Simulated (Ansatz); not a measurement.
Geometry optimisation, Ansatz, DFT PBE, scalar-relativistic, plane waves, PAW.

Input file:

```yaml
crystal:
  lattice:
    - [5.9, 0.0, 0.0]
    - [2.95, 5.10955, 0.0]
    - [0.0, 0.0, 16.6846]
  atoms:
    - { symbol: Ti, position: [0.0, 0.0, 0.0599355] }
    - { symbol: Ti, position: [0.5, 0.0, 0.0599355] }
    - { symbol: Ti, position: [0.0, 0.5, 0.0599355] }
    - { symbol: Ti, position: [0.5, 0.5, 0.0599355] }
    - { symbol: Ti, position: [-0.1666667, 0.3333333, 0.2003225] }
    - { symbol: Ti, position: [0.3333333, 0.3333333, 0.2003225] }
    - { symbol: Ti, position: [-0.1666667, 0.8333333, 0.2003225] }
    - { symbol: Ti, position: [0.3333333, 0.8333333, 0.2003225] }
    - { symbol: Ti, position: [0.0, 0.0, 0.3407094] }
    - { symbol: Ti, position: [0.5, 0.0, 0.3407094] }
    - { symbol: Ti, position: [0.0, 0.5, 0.3407094] }
    - { symbol: Ti, position: [0.5, 0.5, 0.3407094] }
    - { symbol: O, position: [0.6860858, 0.6480222, 0.4408017] }
    - { symbol: H, position: [0.799416, 0.4662565, 0.4527888] }
    - { symbol: H, position: [0.7878769, 0.7294593, 0.4527888] }
basis:
  ecutwfc: 420.0
kpoints:
  mp_grid: { grid: [5, 5, 1] }
hamiltonian:
  xc: pbe
scf:
  occupations: { method: fermi_dirac, width: 0.1 }
  lower_state_search: "off"
relax:
  f_tol: 0.03
  max_steps: 60
  adjacent_minimum: "off"
  constraints: [{ sites: [0, 1, 2, 3] }]
```

Command:

```bash
$ ansatz run input.yaml --threads 4 --pin off --max-ram 10240MiB --backend cpu --events-out ev --progress --plain --runs-dir out
```

Question: Where does it end, and by what steps?

Answer: It converged. The force dipped under the threshold on the way, but the program's further checks kept it going. Limits of this set-up: coarse k mesh, thin slab, slab without dipole correction, no dispersion correction for a molecule that may bind weakly. After 18 steps the energy has fallen by 0.692 eV; H15 moved furthest, 0.99 Å. Parted: Ti10–O13 (2.45 → 3.31 Å).

```json
{"step": "0", "energy less start (eV)": "0.0000", "largest force component (eV/Å)": "2.419", "accepted": "yes"}
{"step": "1", "energy less start (eV)": "-0.4515", "largest force component (eV/Å)": "0.364", "accepted": "yes"}
{"step": "2", "energy less start (eV)": "-0.5266", "largest force component (eV/Å)": "0.610", "accepted": "yes"}
{"step": "3", "energy less start (eV)": "-0.5848", "largest force component (eV/Å)": "0.176", "accepted": "yes"}
{"step": "4", "energy less start (eV)": "-0.6149", "largest force component (eV/Å)": "0.523", "accepted": "yes"}
{"step": "5", "energy less start (eV)": "-0.6369", "largest force component (eV/Å)": "0.538", "accepted": "yes"}
{"step": "6", "energy less start (eV)": "-0.6598", "largest force component (eV/Å)": "0.193", "accepted": "yes"}
{"step": "7", "energy less start (eV)": "-0.6681", "largest force component (eV/Å)": "0.142", "accepted": "yes"}
{"step": "8", "energy less start (eV)": "-0.6770", "largest force component (eV/Å)": "0.504", "accepted": "yes"}
{"step": "9", "energy less start (eV)": "-0.6830", "largest force component (eV/Å)": "0.091", "accepted": "yes"}
{"step": "10", "energy less start (eV)": "-0.6693", "largest force component (eV/Å)": "0.239", "accepted": "no"}
{"step": "11", "energy less start (eV)": "-0.6874", "largest force component (eV/Å)": "0.055", "accepted": "yes"}
{"step": "12", "energy less start (eV)": "-0.6903", "largest force component (eV/Å)": "0.016", "accepted": "yes"}
{"step": "13", "energy less start (eV)": "-0.6903", "largest force component (eV/Å)": "0.267", "accepted": "no"}
{"step": "14", "energy less start (eV)": "-0.6916", "largest force component (eV/Å)": "0.019", "accepted": "yes"}
{"step": "15", "energy less start (eV)": "-0.6921", "largest force component (eV/Å)": "0.082", "accepted": "yes"}
{"step": "16", "energy less start (eV)": "-0.6923", "largest force component (eV/Å)": "0.054", "accepted": "yes"}
{"step": "17", "energy less start (eV)": "-0.6924", "largest force component (eV/Å)": "0.018", "accepted": "yes"}
{"step": "18", "energy less start (eV)": "-0.6924", "largest force component (eV/Å)": "0.018", "accepted": "yes"}
```

```xyz
15
Lattice="5.9000 0.0000 0.0000 2.9500 5.1095 0.0000 0.0000 0.0000 16.6846" Properties=species:S:1:pos:R:3
Ti 0.000 0.000 1.000
Ti 2.950 0.000 1.000
Ti 1.475 2.555 1.000
Ti 4.425 2.555 1.000
Ti 0.001 1.670 3.290
Ti 2.952 1.761 3.186
Ti 1.444 4.231 3.184
Ti 4.457 4.229 3.187
Ti 0.001 -0.162 5.407
Ti 2.950 0.135 5.354
Ti 1.522 2.555 5.539
Ti 4.382 2.552 5.545
O 5.910 2.568 7.298
H 5.939 1.760 7.863
H 5.928 3.374 7.864
```

Whether the end is a true minimum wasn't checked by a vibrational analysis.

Time of the run: 62 s on 4 threads of AMD EPYC 9R45 96-Core Processor (Zen 5), with other jobs on the host, peak memory 1.6 GiB.
